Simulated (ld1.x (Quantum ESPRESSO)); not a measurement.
**Configuration tests for chromium (Cr) (RRKJ)**

chromium (Cr), norm-conserving RRKJ (Kleinman–Bylander form), made with ld1.x (Quantum ESPRESSO) 7.5 (LDA (PZ), fully relativistic). Core [Ne], reference 3s2 3p6 3d5 4s0 4p0 (charge +1). Waves: 3s (bound): rc 1.30 bohr; 3p (bound): rc 0.85 bohr; 4f channel at 0.45 Ry: rc 1.20 bohr; 3d (bound): rc 1.20 bohr. Local part: the d channel. Core correction: none.

Open shells are filled in proportion to 2j + 1 (rel_dist='average').

Energies are relative to the spin-unpolarised reference configuration 3s2 3p6 3d5 4s0 4p0; without spin polarisation the order of configurations can differ from experiment. The d channel is local and has no spin–orbit splitting in the pseudo-atom.

```json
{"valence configuration": "3s2 3p6 3d3 4s0 4p0", "charge": "+3", "ΔE all-electron (eV)": "47.368", "error AE − PS (meV)": "+2.8"}
{"valence configuration": "3s2 3p6 3d2 4s0 4p0", "charge": "+4", "ΔE all-electron (eV)": "95.996", "error AE − PS (meV)": "+68"}
{"valence configuration": "3s2 3p5 3d5 4s1 4p0", "charge": "+1", "ΔE all-electron (eV)": "44.335", "error AE − PS (meV)": "+638"}
{"valence configuration": "3s2 3p6 3d5 4s0 4p1", "charge": "0", "ΔE all-electron (eV)": "-3.937", "error AE − PS (meV)": "-8.5"}
{"valence configuration": "3s2 3p6 3d4 4s2 4p0", "charge": "0", "ΔE all-electron (eV)": "-7.198", "error AE − PS (meV)": "+841"}
```

(1) What are ΔE and the potential's error for 3s2 3p6 3d4 4s0 4p0?

(2) What are ΔE and the potential's error for 3s2 3p6 3d5 4s1 4p0?

Levels in the configuration 3s2 3p6 3d3 4s0 4p0:

```csv
level,all-electron (eV),pseudo (eV)
3s j=1/2,-112.303,-112.377
3p j=1/2,-84.410,-84.448
3p j=3/2,-83.330,-83.368
3d j=3/2,-39.457,-39.370
3d j=5/2,-39.346,-39.370
```

A Bessel basis up to 400 Ry misses an occupied level by 0.04 Ry, so cutoffs and ghosts were not judged.

## Answers

(1) ΔE = 16.343 eV all-electron; the error (AE − PS) is -1.8 meV.

(2) ΔE = -7.141 eV all-electron; the error (AE − PS) is +298 meV.
